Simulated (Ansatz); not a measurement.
A made-up structure of GeHF2 (charge +1), singlet:

```xyz
4
angstrom
F -1.0656 -0.4163 1.1187
Ge -0.0259 0.0208 -0.0476
F 1.5931 -0.0065 -0.1503
H -0.5015 0.4021 -0.9209
```

It is relaxed with PBE-D4/def2-SVP and then PBE0-D4/def2-TZVP (Ansatz 0.2.0). Atoms count as bonded within 1.22 times the sum of their covalent radii (H–H: 0.88 Å). The end point is not checked to be a true minimum.

(1) Does its bonding change? (Judge from chemistry; the calculation decides.)

## Answers

(1) Computed: No: no bond forms or breaks.

Where it ends: The first stage lowers the energy by 4.53 eV in 7 steps. It ends as GeHF₂ ([F][GeH][F]), total charge +1:
```
4
angstrom
F -0.8553 -0.4911 1.2772
Ge -0.0369 0.0296 -0.0678
F 1.6066 -0.1116 0.1022
H -0.7143 0.5731 -1.3116
```

Labels in which every atom is bracketed show which atoms are joined, not bond orders.

For scale, one of the runs: PBE0-D4/def2-TZVP relaxation, 116 basis functions, launched by `ansatz run in.yaml --threads 2 --pin off --events-out ev --progress --plain --max-ram 4352MiB`. Hardware: 2 CPU threads of an AMD EPYC 7571, shared host. Wall time about 24 s.
